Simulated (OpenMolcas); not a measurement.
# neutral mercury: effect of the IPEA shift

```
Program             : OpenMolcas
Basis               : ANO-RCC-VTZP [8s7p5d3f1g]
Scalar Hamiltonian  : DKH2, point nucleus
Active space        : 2 electrons in 4 orbitals (6s 6p)
State averaging     : 2S+1 = 3 even, 3 roots (0 in the spin-orbit step); 2S+1 = 1 even, 1 root; 2S+1 = 3 odd, 3 roots; 2S+1 = 1 odd, 3 roots
Spin-orbit coupling : RASSI with atomic mean-field integrals over the reference wave functions, term energies averaged over their components
```

Methods on the same reference wave functions:
A. CASSCF
B. SS-CASPT2, IPEA 0 Eh, imaginary shift 0.1 Eh (closed shells correlated: 5d)
C. SS-CASPT2, IPEA 0.25 Eh, imaginary shift 0.1 Eh (closed shells correlated: 5d)

Energies in cm-1 above 6s2 1S0, the measured ground level; measured values from NIST Handbook of Basic Atomic Spectroscopic Data.

| Level | A | B | C | Measured |
| --- | --- | --- | --- | --- |
| 6s2 1S0 | 0.0 | 0.0 | 0.0 | 0.0 |
| 6s 6p 3P* 0 | 32325 | 37646 | 37922 | 37645 |
| 6s 6p 3P* 1 | 33932 | 39206 | 39486 | 39412 |
| 6s 6p 3P* 2 | 37607 | 42928 | 43205 | 44043 |
| 6s 6p 1P* 1 | 52988 | 53843 | 54377 | 54069 |

Deviations, from unrounded energies. A percentage is the sum of absolute deviations over the sum of measured energies, with the sign that they share, or ± where signs differ.

```csv
Against measurement,Levels,A,B,C
mean absolute deviation (cm-1),4,4600,390,370
other configurations (%),4,-10.5,±0.9,±0.9
```

B, C lie about equally close to measurement and A furthest from it. The largest miss of C in the table is 6s 6p 3P* 2, by -840 cm-1. The ranking rests on the paired levels alone, and a cruder setting can come out closer through cancelling errors.

Between B and C the level of the table that moves most is 6s 6p 1P* 1, by 530 cm-1 (lowest in B, highest in C).

The lowest spin-free term lies below A's lowest term by 0.400 hartree in B, 0.397 hartree in C.

Some high roots are left out of the spin-orbit mixing, which shifts the levels that they would mix with. Spin-orbit splittings of 6p shells tend to come out small when the coupling is added on scalar orbitals. Computed and measured levels are paired by configuration, term and J; levels that our copy of the source lacks, or whose pairing is in doubt (as where it misses far off the trend of its configuration), stay unpaired and out of the deviations. Levels of configurations outside the active space are missing.

* marks odd parity.
